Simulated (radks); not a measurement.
The numbers below are computed, except where a source is named.
Charge is removed step by step from the 1s1/2 level of the krypton ion Kr29+, starting from [He] 2s2 2p3. Level of theory: Dirac Kohn-Sham, PBE, spin-unpolarised, spherical densities, finite nucleus; open shells are shared between the two j in proportion to 2j + 1; Fermi nuclear charge, rms radius 4.1884 fm (a radial shooting solver on a logarithmic mesh with Libxc functionals).

[
 {"removed (e)": "0", "E - E(0) (eV)": "0.000", "eigenvalue (eV)": "-16051.6", "E minus straight line (eV)": "0.000"},
 {"removed (e)": "0.25", "E - E(0) (eV)": "4029.8", "eigenvalue (eV)": "-16186.5", "E minus straight line (eV)": "-50.275"},
 {"removed (e)": "0.5", "E - E(0) (eV)": "8093.2", "eigenvalue (eV)": "-16320.8", "E minus straight line (eV)": "-66.902"},
 {"removed (e)": "0.75", "E - E(0) (eV)": "12190.1", "eigenvalue (eV)": "-16454.2", "E minus straight line (eV)": "-50.055"},
 {"removed (e)": "1", "E - E(0) (eV)": "16320.2", "eigenvalue (eV)": "-16586.3", "E minus straight line (eV)": "0.000"}
]

Removing the whole electron costs 16320.2 eV by Delta-SCF, against 16051.6 eV from minus the eigenvalue at the starting occupation. Slater's transition state (half an electron removed) gives 16320.8 eV. Integrating minus the eigenvalue over the occupation (Janak's theorem) gives 16320.2 eV. The mean slope of the eigenvalue, de/dn, is 535 eV per electron.
